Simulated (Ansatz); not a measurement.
`N[SiH2]C(O)F` and `OCF` differ in one atom or group.

Ansatz, PBE0-D4/def2-TZVP geometries, multiplicity 1. Each molecule was computed in one conformer, which needn't be the lowest.

| property | `N[SiH2]C(O)F` |
| --- | --- |
| LUMO energy (B3LYP/def2-TZVPP) / eV | -0.27 |
| size of the dipole moment (ωB97M-V/def2-TZVPP) / D | 3.17 |
| HOMO energy (ωB97M-V/def2-TZVPP) / eV | -10.10 |
| size of the dipole moment (B3LYP/def2-TZVPP) / D | 3.15 |
| HOMO energy (PBE/def2-TZVPP) / eV | -6.34 |
| HOMO–LUMO gap (PBE0/def2-TZVPP) / eV | 7.81 |

Problem. What does the change do to each property? (Best estimate.)

Solution. Ansatz gave: 
```
                                          property   `OCF`  shift
               LUMO energy (B3LYP/def2-TZVPP) / eV    0.56   0.83
size of the dipole moment (ωB97M-V/def2-TZVPP) / D    1.82  -1.35
             HOMO energy (ωB97M-V/def2-TZVPP) / eV  -11.58  -1.48
  size of the dipole moment (B3LYP/def2-TZVPP) / D    1.82  -1.33
                 HOMO energy (PBE/def2-TZVPP) / eV   -7.37  -1.03
              HOMO–LUMO gap (PBE0/def2-TZVPP) / eV   10.11   2.30
```

With PBE0 the HOMO falls by 1.33 eV and the LUMO rises by 0.97 eV, so the gap widens by about 2.30 eV. PBE moves the HOMO by -1.03 eV and ωB97M-V by -1.48 eV. Dipoles are sizes alone; their direction can turn.

B3LYP here is the variant with VWN-RPA as its local correlation; programs differ in this.
